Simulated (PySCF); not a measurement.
Molecule: trifluorogermane, sum formula GeHF3, net charge 0, singlet state. 
Coordinates optimised at B3LYP-D3(BJ)/def2-TZVP (Ansatz):
SMILES: [GeH]([F])([F])[F]
```xyz
5

F      1.5645    -0.4679     0.0623
Ge    -0.0710     0.0186     0.2590
F     -0.2362     1.5117    -0.5739
F     -1.0234    -1.1238    -0.6002
H     -0.4713     0.1236     1.7187
```

Dispersion corrections to the total energy (kcal/mol) from the dftd3 and dftd4 libraries through PySCF: D3(BJ) without and D4 with the three-body term, each with the damping fitted for the functional named.

```tsv
functional	D3(BJ)	D4
CAM-B3LYP	-1.06	___
PW6B95	-0.71	-1.58
r2SCAN	-0.34	-0.37
revPBE	-3.34	___
B3LYP	-2.44	-2.71
TPSS	-1.69	-2.25
LC-wPBE	-1.28	___
```

Task: Some entries are withheld; supply them.

Result: 
- CAM-B3LYP, D4: -1.38
- revPBE, D4: -5.17
- LC-wPBE, D4: -1.86
